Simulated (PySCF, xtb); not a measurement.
Cl4Sn, SMILES [Cl][Sn-]([Cl])([Cl])[Cl] (connectivity only; charge and spin as stated), charge -1, multiplicity 2.

Harmonic wavenumbers (cm⁻¹) from GFN2-xTB (xtb 6.7.1) at its own minimum, in rising order: 51, 51, 51, 64, 64, 225, 225, 226, 227.

Task: What does PBE-D3(BJ)/def2-SVPD in PySCF 2.14.0 give at its own minimum? (Estimate from the structure and the level; the computed values follow.)

Result: 46, 46, 46, 61, 61, 252, 259, 259, 259. Paired by order, the mean absolute difference is 16 cm⁻¹ and the zero-point energies are 1.7 and 1.8 kcal/mol.
